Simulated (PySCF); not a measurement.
## Radial density of Ru⁺ (ruthenium, charge +1)

LDA, [Kr] 4d7, high-spin 4F determinant. Calculation: PySCF 2.14, in cc-pVDZ-PP with ECP28MDF (4s4p3d1f, 38 functions); scalar relativity through the core potential. This is the valence pseudo-density: the core potential removes the inner electrons and smooths the orbitals near the nucleus.

| r (bohr) | 4πr²ρ (e/bohr) | 4πr²(ρα − ρβ) |
| --- | --- | --- |
| 0.0359 | 2.581e-05 | 0.0000 |
| 0.0603 | 6.642e-05 | 0.0000 |
| 0.102 | 0.0002734 | 0.0000 |
| 0.171 | 0.002846 | 0.0004 |
| 0.287 | 0.05831 | 0.0095 |
| 0.483 | 1.545 | 0.1750 |
| 0.812 | 11.48 | 1.3115 |
| 1.37 | 9.807 | 2.0028 |
| 2.30 | 2.030 | 0.7225 |
| 3.87 | 0.1767 | 0.0582 |
| 6.50 | 0.002975 | 0.0003 |

Energies and moments cover only the electrons outside the core potential.
